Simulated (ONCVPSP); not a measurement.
**What one change does to a pseudopotential (Li, ONCV)**

Li, optimised norm-conserving Vanderbilt (ONCV), made with ONCVPSP 4.0.1 (LDA (Perdew-Wang 92), scalar-relativistic). Core none, reference 1s2 2s1. Waves: 1s+2s: rc 0.95 bohr, ncon 4, nbas 8, qcut 9.8 1/bohr, 2 projectors; p scattering state at 0.07 Ha: rc 0.75 bohr, ncon 3, nbas 7, qcut 10.4 1/bohr, local. Local part: the p channel. Core correction: none.

All-electron outer shells of the reference configuration (LDA (PZ), scalar-relativistic, ld1.x):

```csv
shell,level (eV),outermost node (bohr),outermost maximum (bohr)
1s,-51.10,–,0.36
2s,-2.88,0.84,3.12
```

Change: s: qcut 11.2; p: qcut 11.8.

Cutoffs: the cutoffs (Ha) at which the residual kinetic energy of the hardest occupied pseudo-wave falls to 1 and 0.1 mHa per electron; they do not see the model core or the augmentation charge, which bear on the density cutoff. Errors are all-electron minus pseudo energies relative to the spin-unpolarised reference configuration.

**Question.** Predict the effect on cutoff, ghosts and configuration errors.

**Answer.** The potential gets neither clearly harder nor softer (43 Ha and 112 Ha → 49 Ha and 58 Ha); of the 4 tests that both files solve, the error grows in 0 and shrinks in 1 by more than 15 % and 0.3 meV (median size 0.3 → 0.3 meV); neither file shows a bound ghost.

| quantity | base | changed |
| --- | --- | --- |
| cutoff, loose | 43 Ha | 49 Ha |
| cutoff, tight | 112 Ha | 58 Ha |
| bound ghosts | none | none |
| GHOST(+) flags under 300 eV | none | none |
| error for 1s2 2s0, meV [ΔE 5.24 eV] | +0.2 | +0.2 |
| error for 1s2 2s0.5, meV [ΔE 2.04 eV] | 0.0 | 0.0 |
| error for 1s2 2s0 2p1, meV [ΔE 1.75 eV] | +0.4 | +0.3 |
| error for 1s1 2s1, meV [ΔE 67.39 eV] | +612 | +503 |
| s: phases at 0.96 bohr within 0.05 rad from the reference energy up to (Ha; the scan ends near 5) | to the end of the scan | to the end of the scan |
| p: phases at 0.76 bohr within 0.05 rad from the reference energy up to (Ha; the scan ends near 5) | to the end of the scan | to the end of the scan |
